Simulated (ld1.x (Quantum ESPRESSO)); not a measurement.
# What one change does to a pseudopotential (In (Z = 49), RRKJ)

| Property | Result |
| --- | --- |
| Element | In (Z = 49) |
| Generator | ld1.x (Quantum ESPRESSO) 7.5 |
| Type | norm-conserving RRKJ (Kleinman–Bylander form) |
| Functional | PBEsol |
| Relativity | scalar-relativistic |
| Frozen core | [Kr] |
| Valence charge | 13 |
| Reference configuration | 4d10 5s2 5p1 |
| Partial waves | 5s (bound): rc 2.40 bohr; 5p (bound): rc 2.75 bohr; 4d (bound): rc 1.30 bohr |
| Local potential | all-electron potential smoothed inside 2.45 bohr (lloc = -1) |
| Core correction | none |
| rho0 | 0.001 |

Change: wave 4d (bound): rc 1.30 bohr becomes 4d (bound): rc 1.78 bohr.

Cutoffs: the cutoffs (Ry, on a coarse ladder) from which the occupation-weighted sum of valence levels, in a spherical-Bessel basis at the reference potential, stays within 10 and 1 mRy of its value at 400 Ry; they do not see the model core or the augmentation charge, which bear on the density cutoff. Errors are all-electron minus pseudo energies relative to the spin-unpolarised reference configuration.

How do hardness, ghosts and transferability respond?

The potential gets softer (80 Ry and 90 Ry → 55 Ry and 80 Ry); of the 7 tests that both files solve, the error grows in 2 and shrinks in 3 by more than 15 % and 0.3 meV (median size 2.5 → 2.1 meV); neither file shows a bound ghost. A larger radius leaves more room for a smooth pseudo-wave, so fewer plane waves are needed.

| quantity | base | changed |
| --- | --- | --- |
| cutoff, loose | 80 Ry | 55 Ry |
| cutoff, tight | 90 Ry | 80 Ry |
| loose cutoff by channel (10 mRy a level) | s 10 Ry, p 8 Ry, d 70 Ry | s 10 Ry, p 8 Ry, d 50 Ry |
| bound ghosts | none | none |
| error for 4d10 5s2 5p0, meV [ΔE 5.36 eV] | -1.9 | -1.8 |
| error for 4d10 5s1 5p0, meV [ΔE 24.64 eV] | -1.1 | +2.1 |
| error for 4d10 5s0 5p0, meV [ΔE 52.90 eV] | +17 | +29 |
| error for 4d9 5s2 5p1, meV [ΔE 25.09 eV] | -180 | -125 |
| error for 4d10 5s1 5p2, meV [ΔE 5.88 eV] | -2.5 | -2.1 |
| error for 4d10 5s0 5p3, meV [ΔE 12.01 eV] | -9.2 | -7.8 |
| error for 4d10 5s2 5p1.3, meV [ΔE -0.53 eV] | +0.1 | +0.1 |
| s: phases at 3.01 bohr within 0.05 rad from the reference energy up to (Ry; the scan ends near 5) | 1.6 | 1.6 |
| p: phases at 3.01 bohr within 0.05 rad from the reference energy up to (Ry; the scan ends near 5) | 2.4 | 2.4 |
| d: phases at 3.01 bohr within 0.05 rad from the reference energy up to (Ry; the scan ends near 5) | 0.5 | 0.5 |
